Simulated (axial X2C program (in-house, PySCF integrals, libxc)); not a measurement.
**Which molecule has these constants?**

Calculated with an axial X2C code built on PySCF integrals, spin-free (one-electron X2C) or two-component (2c: spin–orbit coupling with atomic mean-field Coulomb and Gaunt terms, which also bring small scalar terms), in Dyall basis sets with cores contracted in-house; open shells are unrestricted.

A two-component PBE0 calculation in a Dyall 3-zeta basis gave Re = 3.215 Å, ωe = 260.4 cm⁻¹, Ω = 1/2.

**Question.** Which molecule is it?
A. NaY⁺
B. LiY⁺
C. YH⁺

**Answer.** B. The others have YH⁺ 1.860 Å and 1686.9 cm⁻¹ (Ω = 1/2); NaY⁺ 3.516 Å and 134.3 cm⁻¹ (Ω = 1/2).

Each entry is the lowest single determinant of a limited PBE0 search at one distance. De goes to single-determinant-based atoms at the same level (for ions the charge split of lowest energy) and is withheld (n/a) where an atom does not fit its ground term or J level. Main or longest-lived isotopes. One determinant is a doubtful description, or other states lie close, for LiY⁺, YH⁺, NaY⁺; these need not be ground states, and all values refer to the states named. The functionals have no current term, which raises determinants with orbital currents.
